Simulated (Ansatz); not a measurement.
`[BH2][SnH2][CH3]`, charge 0, multiplicity 1.

Question: Give a relaxed structure at PBE0-D4/def2-TZVP (the Gaussian-basis code of Ansatz). (An estimate is asked.)

Answer: Computed: 
Z-matrix (Å, degrees):
```
Sn
C 1 2.146
B 1 2.247 2 113.9
H 1 1.717 2 108.3 3 -121.9
H 1 1.716 2 108.4 3 123.2
H 2 1.090 1 110.3 3 179.1
H 2 1.090 1 110.0 3 -60.7
H 2 1.090 1 109.9 3 59.0
H 3 1.195 1 120.4 2 176.5
H 3 1.195 1 121.7 2 -3.8
```
Point group Cs.
This is one stationary point; other conformers may exist.
